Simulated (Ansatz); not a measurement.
`O=C=[N][Ga]([Cl])[Cl]`, relaxed with RKS PBE0-D4/def2-TZVP in Ansatz from a PBE-D4/def2-SVP geometry. The force threshold is 0.005 eV/Å; the program also tests the step.

Charge 0, multiplicity 1.

Start:

```xyz
6

O     1.732   -0.673   -2.326
C     0.938   -0.316   -1.530
N     0.079    0.087   -0.766
Ga   -0.629    0.235    0.898
Cl   -2.447    1.322    1.133
Cl    0.328   -0.655    2.590
```

**Question.** How much energy does the relaxation release, and in how many steps? (Estimate.)

**Answer.** The calculation gave: 1.24 kcal/mol, in 9 steps.

**Question.** Which bonds change most? (Best estimate.)

**Answer.** The calculation gave: Ga4–Cl5 from 2.131 to 2.106 Å; Ga4–Cl6 from 2.138 to 2.113 Å; O1–C2 from 1.180 to 1.162 Å; C2–N3 from 1.218 to 1.205 Å.

**Question.** Give the relaxed structure. (An estimate is asked.)

**Answer.** Computed: 
```xyz
6

O     1.769   -0.727   -2.139
C     0.912   -0.310   -1.474
N    -0.009    0.154   -0.853
Ga   -0.640    0.251    0.841
Cl   -2.430    1.303    1.190
Cl    0.398   -0.671    2.435
```
